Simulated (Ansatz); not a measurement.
Stepwise reaction of `C[O][In]([SH])[SH]` with ammonia, as a gas-phase model of exchange steps in deposition or etching. ΔE in kJ/mol; ΔG adds harmonic PBE0-D4 terms to CCSD(T)/CBS, at 1 bar.

Isolated molecules relaxed with PBE0-D4/def2-TZVP in Ansatz; ΔE leaves out vibrations. CBS: MP2 limit from def2 TZ/QZ plus the TZ coupled-cluster correction, frozen cores. This one scheme is used for every species. Functionals use def2-TZVPP. B3LYP here is the variant with VWN-RPA as its local correlation; programs differ in this. def2 core potentials past Kr. For In outer-core shells are correlated without core-valence functions, which leaves a few kJ/mol of doubt a bond. One conformer a species, not always the lowest.

| step | reaction | PBE-D4 | B3LYP-D4 | ωB97M-V | CCSD(T)/CBS | ΔG(500 K) |
| --- | --- | --- | --- | --- | --- | --- |
| 2 | `C[O][In]([NH2])[SH]` + NH₃ → `C[O][In]([NH2])[NH2]` + H₂S | 92.1 | 90.2 | 89.2 | 87.0 | 74.0 |

(1) Give the row of step 1, `C[O][In]([SH])[SH]` + NH₃ → `C[O][In]([NH2])[SH]` + H₂S. (Estimate.)

(2) By hand: ΔE of the 2 steps together at CCSD(T)/CBS.

Answers

(1) Computed: 
```csv
step,reaction,PBE-D4,B3LYP-D4,ωB97M-V,CCSD(T)/CBS,ΔG(500 K)
1,`C[O][In]([SH])[SH]` + NH₃ → `C[O][In]([NH2])[SH]` + H₂S,86.9,85.6,84.2,82.4,71.5
```

(2) (82.4) + (87.0) = 169.4 kJ/mol, or 84.7 kJ/mol a step.

In ΔE the steps differ by no more than 4.6 kJ/mol. All are uphill at CCSD(T)/CBS. ΔG lies between 71.5 and 74.0 kJ/mol a step. PBE-D4 differs from CCSD(T)/CBS by 4.5 to 5.1 kJ/mol a step. Isolated molecules leave out the surface, adducts and barriers. Largest T1 diagnostic: 0.015.
